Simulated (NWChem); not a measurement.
Species: C4H4; SMILES C#CC=C

Program: NWChem. Structure relaxed at the PBE0/def2-SVP level. B3LYP is NWChem's, with the RPA form of VWN correlation. Ions are spin-unrestricted doublets at the neutral geometry; other ion states weren't tried.

Among these, which level gives the highest value of “−ε(HOMO) (eV)”?
(A) r2SCAN/aug-cc-pVDZ
(B) B3LYP/aug-cc-pVDZ
(C) Hartree-Fock/aug-cc-pVDZ

C, Hartree-Fock/aug-cc-pVDZ. Values: r2SCAN/aug-cc-pVDZ 6.33; B3LYP/aug-cc-pVDZ 6.96; Hartree-Fock/aug-cc-pVDZ 9.37
